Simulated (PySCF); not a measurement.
Species: 3,4-dimethylpentanal, C₇H₁₄O.
Atom-mapped SMILES: `[CH3:1][CH:2]([CH3:3])[C@@H:4]([CH3:5])[CH2:6][CH:7]=[O:8]` (hydrogens: H9, H10, H11 on C1; H12 on C2; H13, H14, H15 on C3; H16 on C4; H17, H18, H19 on C5; H20, H21 on C6; H22 on C7)

Cartesian coordinates in Å at the PBE0-D3(BJ)/def2-SVP level; atoms count from 1:
```xyz
22
C7H14O angstrom
C     -1.747    0.710   -1.147
C     -1.169   -0.322   -0.182
C     -2.164   -0.582    0.946
C      0.218    0.086    0.354
C      0.768   -0.899    1.382
C      1.239    0.271   -0.773
C      2.533    0.870   -0.300
O      3.630    0.480   -0.596
H     -2.753    0.410   -1.479
H     -1.136    0.840   -2.051
H     -1.841    1.694   -0.658
H     -1.033   -1.270   -0.738
H     -2.273    0.308    1.588
H     -1.866   -1.424    1.586
H     -3.159   -0.818    0.538
H      0.092    1.068    0.853
H      1.787   -0.624    1.695
H      0.821   -1.916    0.959
H      0.151   -0.942    2.290
H      0.848    0.971   -1.532
H      1.461   -0.680   -1.284
H      2.406    1.763    0.374
```

Method used: PBE0-D3(BJ)/def2-SVP geometry optimisation, gas phase (PySCF).

Masses are those of the commonest isotopes; rigid-rotor values at the optimised geometry. The values belong to one conformer with, in the numbering `[CH3:1][CH:2]([CH3:3])[C@@H:4]([CH3:5])[CH2:6][CH:7]=[O:8]`, C1–C2–C4–C5 177°, C2–C4–C6–C7 171°, C4–C6–C7–O8 134°.

Question: Give the principal moments of inertia and the rotational constants in MHz.

Answer: Ia = 133.07, Ib = 478.23, Ic = 574.71 u·Å²; 505379 MHz·u·Å²/I gives A = 3798, B = 1057, C = 879.4 MHz.

Question: Classify the top.

Answer: An asymmetric top; Ray's κ = -0.878.

Question: What does the inertial defect say?

Answer: Not planar: Δ = Ic − Ia − Ib = -36.58 u·Å². For a rigid frame Δ = −2 Σ m c², so Σ m c² = 18.29 u·Å² lies off the ab plane: 12.87 from hydrogen and 5.42 from heavier atoms. The atom farthest from that plane is 1.52 Å away.

Question: Give the other two planar moments, Paa and Pbb, and the rms extents of the mass along the axes.

Answer: Paa = Σ m a² = (Ib + Ic − Ia)/2 = 459.94 and Pbb = Σ m b² = (Ia + Ic − Ib)/2 = 114.78 u·Å². With the mass M = 114.10 u, the rms extents √(P/M) along a, b and c are 2.01, 1.00, 0.40 Å.

Question: List the rotational levels J(Ka,Kc) to J = 5 (cm⁻¹).

Answer: Above 0(0,0):
J = 1: 1(0,1) 0.0646, 1(1,1) 0.1560, 1(1,0) 0.1619
J = 2: 2(0,2) 0.1935, 2(1,2) 0.2793, 2(1,1) 0.2970, 2(2,1) 0.5713, 2(2,0) 0.5716
J = 3: 3(0,3) 0.3861, 3(1,3) 0.4640, 3(1,2) 0.4995, 3(2,2) 0.7651, 3(2,1) 0.7665, 3(3,1) 1.2372, 3(3,0) 1.2372
J = 4: 4(0,4) 0.6417, 4(1,4) 0.7099, 4(1,3) 0.7690, 4(2,3) 1.0232, 4(2,2) 1.0273, 4(3,2) 1.4961, 4(3,1) 1.4961, 4(4,1) 2.1563, 4(4,0) 2.1563
J = 5: 5(0,5) 0.9592, 5(1,5) 1.0169, 5(1,4) 1.1055, 5(2,4) 1.3455, 5(2,3) 1.3550, 5(3,3) 1.8199, 5(3,2) 1.8201, 5(4,2) 2.4799, 5(4,1) 2.4799, 5(5,1) 3.3289, 5(5,0) 3.3289

Question: Which lines would a microwave search look for?

Answer: The dipole components are |μa| = 2.84 D, |μb| = 0.27 D, |μc| = 0.66 D. The squared components, which scale the intensities, stand as 1.00 : 0.01 : 0.05 (a : b : c). Some lines, for components of 0.1 D or more:

```json
{"type": "b", "branch": "R", "J(Ka,Kc)": "2(0,2) ← 1(1,1)", "MHz": "1123", "lower level (cm⁻¹)": "0.156"}
{"type": "b", "branch": "R", "J(Ka,Kc)": "3(0,3) ← 2(1,2)", "MHz": "3203", "lower level (cm⁻¹)": "0.279"}
{"type": "a", "branch": "R", "J(Ka,Kc)": "2(0,2) ← 1(0,1)", "MHz": "3864", "lower level (cm⁻¹)": "0.065"}
{"type": "a", "branch": "R", "J(Ka,Kc)": "3(0,3) ← 2(0,2)", "MHz": "5775", "lower level (cm⁻¹)": "0.193"}
{"type": "a", "branch": "R", "J(Ka,Kc)": "3(2,2) ← 2(2,1)", "MHz": "5808", "lower level (cm⁻¹)": "0.571"}
{"type": "b", "branch": "R", "J(Ka,Kc)": "2(1,2) ← 1(0,1)", "MHz": "6436", "lower level (cm⁻¹)": "0.065"}
{"type": "c", "branch": "R", "J(Ka,Kc)": "2(1,1) ← 1(0,1)", "MHz": "6968", "lower level (cm⁻¹)": "0.065"}
{"type": "c", "branch": "Q", "J(Ka,Kc)": "4(2,3) ← 4(1,3)", "MHz": "7619", "lower level (cm⁻¹)": "0.769"}
{"type": "a", "branch": "R", "J(Ka,Kc)": "4(3,2) ← 3(3,1)", "MHz": "7760", "lower level (cm⁻¹)": "1.237"}
{"type": "b", "branch": "Q", "J(Ka,Kc)": "2(2,1) ← 2(1,2)", "MHz": "8756", "lower level (cm⁻¹)": "0.279"}
{"type": "a", "branch": "R", "J(Ka,Kc)": "5(4,1) ← 4(4,0)", "MHz": "9699", "lower level (cm⁻¹)": "2.156"}
{"type": "c", "branch": "R", "J(Ka,Kc)": "2(2,1) ← 1(1,1)", "MHz": "12451", "lower level (cm⁻¹)": "0.156"}
{"type": "c", "branch": "R", "J(Ka,Kc)": "5(1,4) ← 4(0,4)", "MHz": "13903", "lower level (cm⁻¹)": "0.642"}
{"type": "b", "branch": "R", "J(Ka,Kc)": "3(2,2) ← 2(1,1)", "MHz": "14032", "lower level (cm⁻¹)": "0.297"}
{"type": "c", "branch": "Q", "J(Ka,Kc)": "3(3,1) ← 3(2,1)", "MHz": "14113", "lower level (cm⁻¹)": "0.766"}
{"type": "b", "branch": "Q", "J(Ka,Kc)": "3(3,0) ← 3(2,1)", "MHz": "14113", "lower level (cm⁻¹)": "0.766"}
{"type": "b", "branch": "R", "J(Ka,Kc)": "3(2,1) ← 2(1,2)", "MHz": "14606", "lower level (cm⁻¹)": "0.279"}
{"type": "b", "branch": "R", "J(Ka,Kc)": "4(3,2) ← 3(2,1)", "MHz": "21873", "lower level (cm⁻¹)": "0.766"}
{"type": "c", "branch": "R", "J(Ka,Kc)": "4(3,2) ← 3(2,2)", "MHz": "21915", "lower level (cm⁻¹)": "0.765"}
{"type": "b", "branch": "R", "J(Ka,Kc)": "4(3,1) ← 3(2,2)", "MHz": "21917", "lower level (cm⁻¹)": "0.765"}
{"type": "c", "branch": "R", "J(Ka,Kc)": "5(3,2) ← 4(2,2)", "MHz": "23767", "lower level (cm⁻¹)": "1.027"}
{"type": "c", "branch": "R", "J(Ka,Kc)": "5(3,3) ← 4(2,3)", "MHz": "23884", "lower level (cm⁻¹)": "1.023"}
{"type": "b", "branch": "R", "J(Ka,Kc)": "4(4,1) ← 3(3,0)", "MHz": "27555", "lower level (cm⁻¹)": "1.237"}
```

Question: Estimate the classical rotational partition function at 100 K, 298.15 K and 500 K.

Answer: Point group C1, symmetry number σ = 1; q = (√π/σ)·√((kT/h)³/(ABC)), k/h = 20836.6 MHz/K: 89700 at 100 K, 462000 at 298.15 K, 1000000 at 500 K.

No PBE0-D3(BJ)/def2-SVP frequencies stand behind this structure, so it isn't proved a minimum. Constants of a rigid frame at the computed geometry: no zero-point averaging, no centrifugal distortion. A rigid rotor knows nothing of internal rotation, which can split or shift real lines.
